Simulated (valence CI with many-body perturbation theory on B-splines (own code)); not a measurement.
## Os LXX: E2, E3, M2 decay

Method: relativistic CI+MBPT: five valence electrons over a frozen Dirac-Fock core [He], radial functions for each j: 11 s, 11 p, 10 d, 8 f, 5 g, 2 h, with the one-electron correlation potential Σ1 (screened to all orders), the two-electron term Σ2, the three-electron term Σ3, Breit, model QED; selected single and double excitations, second order for the rest, scaled by the run's own slope (own B-spline code, finite nucleus).

The last digits are not significant, and no measured levels were compared; by estimate large intervals hold to a few tenths of a per cent, small ones and those within an open d or f shell to about a per cent. Among the levels kept, up to 7600 cm⁻¹ of a level comes from second order outside the variational space, and about a tenth of that is noise between levels of different J, which matters for small intervals.

Lines 51 to 100 of 114 in falling wavelength, among levels below 13915 eV, chosen from the decays that carry over 1 % of a level's rate. Wavelengths and rates use the calculated energies. Electric multipoles are in the length gauge, E1 and E2 with the static RPA response of the core. S is in atomic units (e²a₀⁴ for E2 and M2, e²a₀⁶ for E3), for M1 in squared Bohr magnetons. Weak lines are less certain than strong ones. Lines between different terms over intervals too small for the method are left out, as are lines whose strength nearly cancels. The highest levels of a list are the least certain.

Levels are named by their leading jj configuration (3d3/2^4 stands for four electrons in 3d with j = 3/2), which in mixed levels can hold well under half, so a name can repeat and another be missing. Letters in brackets count levels of one name in rising energy.

```tsv
λ vac (nm)	Upper	Lower	Type	A (s⁻¹)	S (a.u.)
0.1252	(2s^2 2p1/2 2p3/2 3p3/2) J=3/2 [a]	(2s^2 2p1/2 2p3/2^2) J=3/2	E2	3.64e+11	4.01e-06
0.1252	(2s^2 2p1/2 2p3/2 3p3/2) J=3/2 [b]	(2s^2 2p1/2 2p3/2^2) J=5/2	E2	1.04e+11	1.14e-06
0.1252	(2s^2 2p1/2 2p3/2 3p3/2) J=7/2	(2s^2 2p1/2 2p3/2^2) J=3/2	E2	1.31e+11	2.86e-06
0.1251	(2s 2p1/2 2p3/2^2 3p3/2) J=1/2 [b]	(2s 2p1/2 2p3/2^3) J=5/2	E2	4.00e+11	2.19e-06
0.1249	(2s^2 2p3/2^2 3p3/2) J=3/2 [a]	(2s^2 2p3/2^3) J=3/2	E2	2.15e+12	2.33e-05
0.1248	(2s^2 2p1/2 2p3/2 3p3/2) J=1/2 [b]	(2s^2 2p1/2 2p3/2^2) J=5/2	E2	2.25e+12	1.21e-05
0.1246	(2s^2 2p3/2^2 3p3/2) J=3/2 [b]	(2s^2 2p3/2^3) J=3/2	E2	1.32e+11	1.41e-06
0.1245	(2s^2 2p1/2 2p3/2 3p3/2) J=1/2 [b]	(2s^2 2p1/2 2p3/2^2) J=3/2	E2	1.02e+12	5.45e-06
0.1243	(2s 2p1/2^2 2p3/2 3p3/2) J=1/2 [b]	(2s 2p1/2^2 2p3/2^2) J=5/2	E2	5.92e+11	3.14e-06
0.1235	(2s 2p1/2 2p3/2^2 3d5/2) J=9/2 [b]	(2s 2p1/2 2p3/2^3) J=5/2	M2	1.42e+11	3.64e-06
0.1232	(2s 2p1/2^2 2p3/2 3d5/2) J=9/2	(2s 2p1/2^2 2p3/2^2) J=5/2	M2	9.22e+10	2.33e-06
0.1232	(2s 2p1/2^2 2p3/2 3d5/2) J=9/2	(2s 2p1/2^2 2p3/2^2) J=5/2	E3	5.75e+09	7.86e-07
0.1229	(2s^2 2p3/2^2 3d5/2) J=7/2	(2s^2 2p3/2^3) J=3/2	M2	1.56e+11	3.12e-06
0.1227	(2s^2 2p1/2 2p3/2 3d5/2) J=9/2	(2s^2 2p1/2 2p3/2^2) J=5/2	M2	9.18e+10	2.28e-06
0.1227	(2s^2 2p1/2 2p3/2 3d5/2) J=9/2	(2s^2 2p1/2 2p3/2^2) J=5/2	E3	5.94e+09	7.90e-07
0.1089	(2s^2 2p3/2^2 3d5/2) J=9/2	(2s 2p1/2^2 2p3/2^2) J=5/2	E2	5.43e+09	7.42e-08
0.1086	(2s 2p1/2 2p3/2^2 3p3/2) J=7/2 [a]	(2s 2p1/2^2 2p3/2^2) J=5/2	E2	5.88e+11	6.36e-06
0.1084	(2s 2p1/2 2p3/2^2 3p3/2) J=1/2 [b]	(2s 2p1/2^2 2p3/2^2) J=3/2	E2	1.17e+12	3.13e-06
0.1082	(2s 2p1/2 2p3/2^2 3p3/2) J=5/2 [d]	(2s 2p1/2^2 2p3/2^2) J=1/2	E2	8.51e+11	6.77e-06
0.1082	(2s 2p1/2 2p3/2^2 3p3/2) J=9/2	(2s 2p1/2^2 2p3/2^2) J=5/2	E2	1.75e+12	2.31e-05
0.1082	(2s^2 2p1/2 2p3/2 3p3/2) J=5/2 [a]	(2s^2 2p1/2^2 2p3/2) J=3/2	E2	3.89e+11	3.08e-06
0.1081	(2s^2 2p1/2 2p3/2 3p3/2) J=1/2 [a]	(2s^2 2p1/2^2 2p3/2) J=3/2	E2	7.98e+11	2.11e-06
0.1081	(2s 2p1/2 2p3/2^2 3p3/2) J=5/2 [e]	(2s 2p1/2^2 2p3/2^2) J=1/2	E2	8.23e+11	6.51e-06
0.1081	(2s^2 2p1/2 2p3/2 3p3/2) J=3/2 [a]	(2s^2 2p1/2^2 2p3/2) J=3/2	E2	1.50e+12	7.92e-06
0.1080	(2s^2 2p1/2 2p3/2 3p3/2) J=7/2	(2s^2 2p1/2^2 2p3/2) J=3/2	E2	1.62e+12	1.70e-05
0.1078	(2s^2 2p3/2^2 3p3/2) J=3/2 [a]	(2s^2 2p1/2 2p3/2^2) J=1/2	E2	2.84e+11	1.48e-06
0.1078	(2s^2 2p1/2 2p3/2 3p3/2) J=3/2 [b]	(2s^2 2p1/2^2 2p3/2) J=3/2	E2	6.37e+10	3.31e-07
0.1078	(2s^2 2p3/2^2 3p3/2) J=7/2	(2s^2 2p1/2 2p3/2^2) J=5/2	E2	7.42e+11	7.72e-06
0.1078	(2s^2 2p3/2^2 3p3/2) J=5/2	(2s^2 2p1/2 2p3/2^2) J=5/2	E2	1.27e+12	9.88e-06
0.1078	(2s^2 2p3/2^2 3p3/2) J=1/2	(2s^2 2p1/2 2p3/2^2) J=5/2	E2	1.82e+12	4.74e-06
0.1077	(2s^2 2p1/2 2p3/2 3p3/2) J=5/2 [b]	(2s^2 2p1/2^2 2p3/2) J=3/2	E2	1.23e+12	9.54e-06
0.1076	(2s^2 2p3/2^2 3p3/2) J=7/2	(2s^2 2p1/2 2p3/2^2) J=3/2	E2	1.30e+12	1.33e-05
0.1076	(2s^2 2p3/2^2 3p3/2) J=5/2	(2s^2 2p1/2 2p3/2^2) J=3/2	E2	7.04e+11	5.43e-06
0.1075	(2s^2 2p3/2^2 3p3/2) J=3/2 [b]	(2s^2 2p1/2 2p3/2^2) J=1/2	E2	1.71e+12	8.78e-06
0.1075	(2s^2 2p1/2 2p3/2 3p3/2) J=1/2 [b]	(2s^2 2p1/2^2 2p3/2) J=3/2	E2	7.54e+11	1.93e-06
0.1073	(2s^2 2p3/2^2 3p3/2) J=3/2 [a]	(2s^2 2p1/2 2p3/2^2) J=5/2	E2	1.42e+12	7.23e-06
0.1071	(2s^2 2p3/2^2 3p3/2) J=3/2 [a]	(2s^2 2p1/2 2p3/2^2) J=3/2	E2	2.63e+11	1.32e-06
0.1070	(2s^2 2p3/2^2 3p3/2) J=3/2 [b]	(2s^2 2p1/2 2p3/2^2) J=5/2	E2	2.40e+11	1.20e-06
0.1059	(2s^2 2p1/2 2p3/2 3d5/2) J=9/2	(2s^2 2p1/2^2 2p3/2) J=3/2	E3	1.40e+10	6.68e-07
0.1058	(2s^2 2p3/2^2 3d5/2) J=9/2	(2s^2 2p1/2 2p3/2^2) J=5/2	M2	5.24e+10	6.19e-07
0.1058	(2s^2 2p3/2^2 3d5/2) J=9/2	(2s^2 2p1/2 2p3/2^2) J=5/2	E3	5.23e+09	2.46e-07
0.1055	(2s^2 2p3/2^2 3d5/2) J=9/2	(2s^2 2p1/2 2p3/2^2) J=3/2	E3	1.10e+10	5.11e-07
0.1043	(2s 2p1/2^2 2p3/2 3d3/2) J=5/2 [a]	(2s^2 2p1/2^2 2p3/2) J=3/2	E2	4.12e+12	2.72e-05
0.1042	(2s 2p1/2^2 2p3/2 3d3/2) J=7/2	(2s^2 2p1/2^2 2p3/2) J=3/2	E2	6.53e+12	5.74e-05
0.1041	(2s 2p1/2 2p3/2^2 3d3/2) J=9/2	(2s^2 2p1/2 2p3/2^2) J=5/2	E2	7.05e+12	7.71e-05
0.1036	(2s 2p1/2 2p3/2^2 3d5/2) J=9/2 [a]	(2s^2 2p1/2 2p3/2^2) J=5/2	E2	7.28e+11	7.76e-06
0.1035	(2s 2p1/2^2 2p3/2 3d3/2) J=3/2 [b]	(2s^2 2p1/2^2 2p3/2) J=3/2	E2	2.59e+12	1.10e-05
0.1034	(2s 2p1/2^2 2p3/2 3d3/2) J=5/2 [b]	(2s^2 2p1/2^2 2p3/2) J=3/2	E2	4.97e+12	3.16e-05
0.1034	(2s 2p1/2^2 2p3/2 3d3/2) J=1/2 [b]	(2s^2 2p1/2^2 2p3/2) J=3/2	E2	6.13e+12	1.29e-05
0.1033	(2s 2p1/2 2p3/2^2 3d5/2) J=7/2 [a]	(2s^2 2p1/2 2p3/2^2) J=3/2	E2	4.30e+12	3.62e-05
```
